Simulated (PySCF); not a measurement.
## Field gradients at the hydrogen positions

C8H11FSi.
Geometry (GFN2-xTB, Å), atoms numbered from 1 in this order:
```
atom  x, y, z in Å
C1     4.6851    0.3191   -0.5683
C2     3.5761    0.3588   -0.1049
Si3    1.8715    0.4144    0.6008
C4     0.7489   -1.0924    0.2402
C5    -0.3153   -0.1990   -0.4460
C6    -1.5025    0.0319    0.4513
C7    -2.8394    0.3774   -0.1296
C8    -2.6156   -0.9718    0.4828
C9     0.5325    1.0856   -0.6202
F10   -0.1368    2.2503   -0.2901
H11    5.6554    0.2854   -0.9746
H12    1.8507    0.9842    1.9455
H13    0.3488   -1.6499    1.0840
H14    1.1823   -1.8134   -0.4510
H15   -0.6568   -0.6058   -1.4011
H16   -1.2414    0.5062    1.3906
H17   -2.9252    0.4401   -1.2038
H18   -3.4586    1.0889    0.3944
H19   -2.5493   -1.8244   -0.1766
H20   -3.0841   -1.1926    1.4297
H21    0.8648    1.2240   -1.6537
```

Level: PBE0/pcSseg-1 (PySCF, non-relativistic); Q(2H) = 0.00286 b; rigid geometry, the same for H and D, with no vibrational averaging.

Task: Rank these positions by the coupling χzz of a deuteron there, largest first.
A. H15 (methine hydrogen)
B. H18 (methylene hydrogen)
C. H11 (alkyne hydrogen)
D. H16 (methine hydrogen)
E. H12 (Si–H hydrogen)

Result: C (260 kHz), B (224 kHz), D (215 kHz), A (202 kHz), E (110 kHz).

Task: Tabulate Vzz, the asymmetry η and χzz = 234.96 MHz × Q × Vzz for every hydrogen position.

Result: 
| atom | bonded to | bond length (Å) | Vzz (au) | η | χzz (kHz) |
| --- | --- | --- | --- | --- | --- |
| H11 | C1 | 1.052 | 0.3864 | 0.00 | 260 |
| H12 | Si3 | 1.461 | 0.1636 | 0.02 | 110 |
| H13 | C4 | 1.088 | 0.3205 | 0.04 | 215 |
| H14 | C4 | 1.089 | 0.3190 | 0.04 | 214 |
| H15 | C5 | 1.093 | 0.3008 | 0.02 | 202 |
| H16 | C6 | 1.084 | 0.3197 | 0.11 | 215 |
| H17 | C7 | 1.080 | 0.3322 | 0.08 | 223 |
| H18 | C7 | 1.079 | 0.3333 | 0.07 | 224 |
| H19 | C8 | 1.080 | 0.3317 | 0.07 | 223 |
| H20 | C8 | 1.079 | 0.3331 | 0.07 | 224 |
| H21 | C9 | 1.094 | 0.2960 | 0.10 | 199 |

Task: Average by the element that carries the hydrogen.

Result: on C: 220 kHz over 10 positions, mean bond length 1.082 Å; on Si: 110 kHz over 1 position, mean bond length 1.461 Å.

Task: How does χzz go with the bond length over the 10 C–H bonds?

Result: A straight-line fit has a slope of -13.9 kHz for each 0.01 Å, with a correlation coefficient of -0.99, over lengths from 1.052 to 1.094 Å. The longer bonds have the smaller couplings here.

Task: A static deuteron (I = 1) shows a doublet split by (3/2)χ, (3/4)χ(1 + η) and (3/4)χ(1 − η) with the field along z, y and x of the gradient. What are these for H21?

Result: With |χ| = 198.9 kHz and η = 0.102: 298, 164 and 134 kHz, to first order and without motion.

Geometry: GFN2-xTB, one conformer, isolated molecule. GFN2-xTB bond lengths can be off by several hundredths of an ångström, more for odd bonds, and the gradients follow them. A larger basis could move these couplings by a tenth or more.
